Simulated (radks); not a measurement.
Values are calculated unless marked as measured or tabulated.
The technetium ion Tc2+, 41 electrons, occupied as [Kr] 4d5.

Level of theory: Dirac Kohn-Sham, LDA (Slater exchange, VWN5 correlation), spin-unpolarised, spherical densities, point nucleus; open shells are shared between the two j in proportion to 2j + 1 (a radial shooting solver on a logarithmic mesh with Libxc functionals).

Energy parts (Ry):
total: -8562.17047
kinetic: 8891.54117
electron-nucleus: -20650.19069
Hartree: 3443.83833
exchange-correlation: -247.35928

Orbitals (lengths in bohr, moments of r in powers of bohr; <r^-3> diverges for s and p1/2):
| orbital | occ. | eigenvalue (Ry) | <r^2> | <r^4> | <r^-3> |
|---|---|---|---|---|---|
| 1s1/2 | 2 | -1532.186 | 0.001589 | 6.542e-06 | - |
| 2s1/2 | 2 | -219.6322 | 0.02637 | 0.001200 | - |
| 2p1/2 | 2 | -202.7593 | 0.01985 | 0.0007926 | - |
| 2p3/2 | 4 | -194.0819 | 0.02121 | 0.0008923 | 2591 |
| 3s1/2 | 2 | -39.20770 | 0.1983 | 0.06086 | - |
| 3p1/2 | 2 | -32.71820 | 0.1954 | 0.06228 | - |
| 3p3/2 | 4 | -31.26599 | 0.2055 | 0.06871 | 439.5 |
| 3d3/2 | 4 | -19.73940 | 0.1896 | 0.06920 | 64.97 |
| 3d5/2 | 6 | -19.45997 | 0.1928 | 0.07143 | 61.79 |
| 4s1/2 | 2 | -6.59221 | 1.266 | 2.426 | - |
| 4p1/2 | 2 | -4.68719 | 1.515 | 3.634 | - |
| 4p3/2 | 4 | -4.46689 | 1.596 | 4.039 | 66.71 |
| 4d3/2 | 2 | -1.68497 | 3.100 | 17.94 | 5.466 |
| 4d5/2 | 3 | -1.66214 | 3.161 | 18.64 | 5.156 |
| 5s1/2 | 0 | -1.37576 | 8.805 | 114.4 | - |
| 5p1/2 | 0 | -0.98990 | 12.27 | 225.3 | - |
| 5p3/2 | 0 | -0.96462 | 12.79 | 244.4 | 7.729 |
| 5d3/2 | 0 | -0.48899 | 29.94 | 1367 | 0.6325 |
| 5d5/2 | 0 | -0.48633 | 30.28 | 1396 | 0.6055 |
| 4f5/2 | 0 | -0.30120 | 49.44 | 4051 | 0.01356 |
| 4f7/2 | 0 | -0.30119 | 49.45 | 4052 | 0.01353 |

The highest occupied level is 4d5/2 at -22.615 eV. For comparison, the ionisation energy in NIST's Atomic Spectra Database is 29.550 eV (semi-empirical). In exact Kohn-Sham theory the highest level is minus the ionisation energy, but local and semilocal functionals leave it too shallow, through self-interaction and a potential that decays too fast; potentials with the right tail come closer. The density falls to 0.001 e/bohr^3 at r = 3.55 bohr.

Beside tabulated values, note that spin-unpolarised runs miss the spin-polarisation part of the exchange energy of open shells.
